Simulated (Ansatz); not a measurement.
Total energies of CH₇NSi₃ (`[SiH3][SiH]1C=N[SiH2]1`).

Cartesian coordinates in Å:
```
Si -1.933 -0.658 0.805
Si 0.344 -0.126 0.723
C 0.729 1.583 -0.072
N 1.319 1.412 -1.198
Si 1.517 -0.365 -1.280
H -2.630 0.126 1.859
H -2.552 -0.352 -0.512
H -2.104 -2.107 1.094
H 0.982 -0.388 2.047
H 0.498 2.600 0.272
H 0.881 -0.965 -2.483
H 2.950 -0.759 -1.256
```

The species carries charge 0 and has multiplicity 1. The structure was optimised at the PBE0-D4/def2-TZVP level. Basis def2-TZVPP, the Gaussian-basis code of Ansatz.

RPA on PBE orbitals: Hartree–Fock energy of these orbitals -963.14340 Eh, correlation -1.28172 Eh (frozen core).

```tsv
functional	energy without D4 (Eh)	D4 term (kJ/mol)
PBE	-964.99756	-32.1
BLYP	-965.51934	-68.8
r2SCAN	-965.43305	-7.9
PBE0	-965.08917	-27.6
B3LYP	-965.63510	-52.2
r2SCANh	-965.42247	-8.6
HSE06 (plane-wave form)	-965.06407	-26.0
LC-ωPBE	-965.22569	–
ωB97M-V	-965.45709	–
B2PLYP	-965.12336	–
```

Q: Give the same for LDA (SPW92), revPBE, B97M-V, r2SCAN0, BHLYP, CAM-B3LYP, ωB97X-V, PBE-QIDH. (Best estimate.)

A: Ansatz gave: 
```json
{"functional": "LDA (SPW92)", "energy without D4 (Eh)": "-961.24470", "D4 term (kJ/mol)": "–"}
{"functional": "revPBE", "energy without D4 (Eh)": "-965.36310", "D4 term (kJ/mol)": "-86.1"}
{"functional": "B97M-V", "energy without D4 (Eh)": "-965.34214", "D4 term (kJ/mol)": "–"}
{"functional": "r2SCAN0", "energy without D4 (Eh)": "-965.40802", "D4 term (kJ/mol)": "-9.5"}
{"functional": "BHLYP", "energy without D4 (Eh)": "-965.50842", "D4 term (kJ/mol)": "-43.7"}
{"functional": "CAM-B3LYP", "energy without D4 (Eh)": "-965.53278", "D4 term (kJ/mol)": "-28.6"}
{"functional": "ωB97X-V", "energy without D4 (Eh)": "-965.40374", "D4 term (kJ/mol)": "–"}
{"functional": "PBE-QIDH", "energy without D4 (Eh)": "-964.81494", "D4 term (kJ/mol)": "–"}
```

B3LYP takes the VWN-RPA correlation (the form of Gaussian; ORCA's B3LYP/G). HSE06 is the plane-wave form, built on full-range PBE exchange. The double hybrids freeze the cores in their second-order part.

LC-ωPBE has ω = 0.4 bohr⁻¹.
